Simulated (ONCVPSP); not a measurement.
**Ranking ONCV potentials for Cd (Z = 48)**

All share these settings but for the change named:

```json
{
  "Element": "Cd",
  "Generator": "ONCVPSP 4.0.1",
  "Type": "optimised norm-conserving Vanderbilt (ONCV)",
  "Functional": "PBE",
  "Relativity": "scalar-relativistic",
  "Frozen core": "[Ar] 3d10",
  "Valence charge": "20",
  "Reference configuration": "4s2 4p6 4d10 5s2",
  "Partial waves": "4s+5s: rc 1.45 bohr, ncon 4, nbas 8, qcut 9.6 1/bohr, 2 projectors; 4p: rc 1.40 bohr, ncon 5, nbas 10, qcut 9.6 1/bohr, 2 projectors, debl 3.3 Ha; 4d: rc 1.60 bohr, ncon 4, nbas 9, qcut 11.8 1/bohr, 1 projector",
  "Local potential": "polynomial inside 0.90 bohr (lpopt 5, dvloc0 0 Ha)",
  "Core correction": "none"
}
```

Test errors are all-electron minus pseudo excitation energies from the reference, over 4s2 4p6 4d10 5s1; 4s2 4p6 4d10 5s0; 4s2 4p6 4d9 5s0; 4s2 4p6 4d9 5s2 5p1. None of these files shows a bound ghost.

The base gives 7.3 meV.

Of 7 variants that were run, those that failed, showed a ghost or another fault, or gave nearly equal values are left out.

A variant can come out equal or close to the base, since the largest error may sit in a test that the change hardly touches while other tests move.

(1) Rank these variants by their largest absolute test error, smallest first.
A. all radii scaled by about 1.19 (s 1.72, p 1.66, d 1.90 bohr); local potential polynomial inside 1.06 bohr (lpopt 5, dvloc0 0 Ha)
B. p: qcut 11.5
C. d: nproj 2

Results:

(1) B (7.4 meV), C (10.1 meV), A (14.7 meV).
